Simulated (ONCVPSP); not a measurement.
**Before and after: ONCV potential for nitrogen (N)**

| Item | Value |
| --- | --- |
| Element | N (Z = 7) |
| Generator | ONCVPSP 4.0.1 |
| Type | optimised norm-conserving Vanderbilt (ONCV) |
| Functional | PW91 |
| Relativity | scalar-relativistic |
| Frozen core | [He] |
| Valence charge | 5 |
| Reference configuration | 2s1 2p4 |
| Partial waves | 2s: rc 0.95 bohr, ncon 3, nbas 7, qcut 8.5 1/bohr, 3 projectors, debl 1.1 Ha; 2p: rc 1.35 bohr, ncon 4, nbas 9, qcut 8.2 1/bohr, 1 projector |
| Local potential | polynomial inside 0.60 bohr (lpopt 5, dvloc0 0 Ha) |
| Core correction | polynomial model core, fcfact 0.45 |

Change: all radii but the core radius scaled by about 1.12 (s 1.06, p 1.52 bohr); local potential polynomial inside 0.68 bohr (lpopt 5, dvloc0 0 Ha).

Cutoffs: the cutoffs (Ha) at which the residual kinetic energy of the hardest occupied pseudo-wave falls to 1 and 0.1 mHa per electron; they do not see the model core or the augmentation charge, which bear on the density cutoff. Errors are all-electron minus pseudo energies relative to the spin-unpolarised reference configuration.

Predict the effect on cutoff, ghosts and configuration errors.

The potential gets softer (28 Ha and 36 Ha → 26 Ha and 32 Ha); the bound ghost in s disappears; of the 4 tests that both files solve, the error grows in 3 and shrinks in 0 by more than 15 % and 0.3 meV (median size 107.6 → 158.0 meV). A larger radius leaves more room for a smooth pseudo-wave, so fewer plane waves are needed. More of the atom is replaced by a form fitted at one configuration, so other configurations suffer.

| quantity | base | changed |
| --- | --- | --- |
| cutoff, loose | 28 Ha | 26 Ha |
| cutoff, tight | 36 Ha | 32 Ha |
| loose cutoff by channel | s 28 Ha, p 26 Ha | s 26 Ha, p 24 Ha |
| bound ghosts | s | none |
| GHOST(+) flags under 300 eV | none | none |
| error for 2s2 2p3, meV [ΔE -11.48 eV] | +5.2 | +4.6 |
| error for 2s2 2p2, meV [ΔE 2.19 eV] | +38 | +55 |
| error for 2s2 2p1, meV [ΔE 31.14 eV] | +177 | +261 |
| error for 2s2 2p0, meV [ΔE 78.33 eV] | +629 | +895 |
| rms error of d²Exc/dni dnj with the model core, mHa | 1.32 | 1.45 |

 A true bound ghost makes a file unfit for plane-wave use even where its test errors are small: the radial tests pick states by their node count and pass the ghost by.
